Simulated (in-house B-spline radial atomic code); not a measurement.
Results of a calculation; reference values are marked as such.
## F ion on In atom: potential, deflection and energy transfer

The pair potential comes from two frozen, spherical free-atom densities (PBE, B-spline radial code, scalar-relativistic past argon): electrostatics plus the change in Thomas-Fermi kinetic and Dirac exchange energy where they overlap, the recipe behind the universal ZBL potential, which averages such potentials (from solid-state densities) over many pairs. It is written V = (Z1 Z2 e²/r) φ(r/a), with e² = 14.3996 eV·Å and a = 0.46850 Å/(Z1^0.23 + Z2^0.23); ZBL's fit is φ = 0.18175 e^(−3.1998x) + 0.50986 e^(−0.94229x) + 0.28022 e^(−0.4029x) + 0.02817 e^(−0.20162x). Where φ falls below 4e-4 it is continued as an exponential.

Masses 19.0 and 114.82 u.

```json
{"x = r/a": "0.1", "φ, this pair": "0.8856", "φ, ZBL": "0.8928"}
{"x = r/a": "0.5", "φ, this pair": "0.6116", "φ, ZBL": "0.6096"}
{"x = r/a": "1.5", "φ, this pair": "0.3055", "φ, ZBL": "0.2995"}
{"x = r/a": "3", "φ, this pair": "0.1379", "φ, ZBL": "0.1292"}
{"x = r/a": "5", "φ, this pair": "0.05592", "φ, ZBL": "0.05224"}
{"x = r/a": "8", "φ, this pair": "0.01804", "φ, ZBL": "0.01705"}
{"x = r/a": "12", "φ, this pair": "0.004617", "φ, ZBL": "0.00474"}
{"x = r/a": "17", "φ, this pair": "0.000988", "φ, ZBL": "0.001212"}
```

**Question.** At x = 1 the electrostatic, kinetic and exchange parts are 17290.74, 6440.96 and -259.55 eV. Find r, V and φ.

**Answer.** a = 0.46850/(1.6576 + 2.4476) = 0.11412 Å, so r = 0.11412 Å. V = 17290.74 + 6440.96 + (-259.55) = 23472.15 eV. The bare repulsion is 9 × 49 × 14.3996/0.11412 = 55644 eV, so φ = 0.4218, +1.3 % against ZBL's 0.4164. The kinetic (Pauli) term is 27 % of V here.

**Question.** The ion comes in at 6.485 keV with impact parameter 0.0571 Å. The scattering integral gives a centre-of-mass angle of 140.3° and a closest approach of 2.187 a. What are the reduced energy, the energy passed on and the laboratory angles?

**Answer.** ε = E a M2/(Z1 Z2 e² (M1 + M2)) = 6485 × 1.5420e-05 = 0.1. The most that one collision can pass on is γE with γ = 4 M1 M2/(M1 + M2)² = 0.4873. Here T = γE sin²(θ/2) = 0.4873 × 6485 × 0.8845 = 2795 eV. The ion turns by arctan(sin θ/(cos θ + M1/M2)) = 133.3° (second quadrant: it bounces back), and the struck atom leaves at (180° − θ)/2 = 19.9°. The closest approach is 0.250 Å. With ZBL the angle would be 139.86° and T = 2788 eV.
